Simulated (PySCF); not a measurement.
B3LYP has the VWN-RPA correlation part, as in Gaussian. Delta-SCF ions had no search for a lower state. Excitations are Tamm–Dancoff values on a coarser integration grid. The basis has no diffuse functions, so Rydberg states are missing or too high.

# H4OSSi, SMILES `O(S)[SiH3]` (Si–O–S–H torsion 88°) (charge 0, multiplicity 1)

Computed with B3LYP-D3(BJ)/def2-TZVP in PySCF.

* **HOMO**: -6.80 eV
* **dipole moment**: 1.19 D
* **HOMO–LUMO gap**: 5.45 eV
* **LUMO**: -1.36 eV
* **S1 excitation (TDA)**: 4.11 eV
* **S1 oscillator strength**: 0.001
* **T1 excitation (TDA)**: 3.28 eV
* **S1–T1 gap (TDA)**: 0.83 eV
* **vertical ionisation energy (Delta-SCF)**: 9.53 eV
* **total energy**: -765.4205 Ha
* **cost**: very roughly 50 core-seconds

```xyz
7

Si    -0.8337    -0.1579     0.1888
O      0.5709    -0.7045    -0.5360
S      2.0268    -0.0764    -0.0061
H     -1.9161    -0.9325    -0.4510
H     -0.7962    -0.4010     1.6469
H     -1.0020     1.2911    -0.0656
H      2.0757     1.0011    -0.8185
```
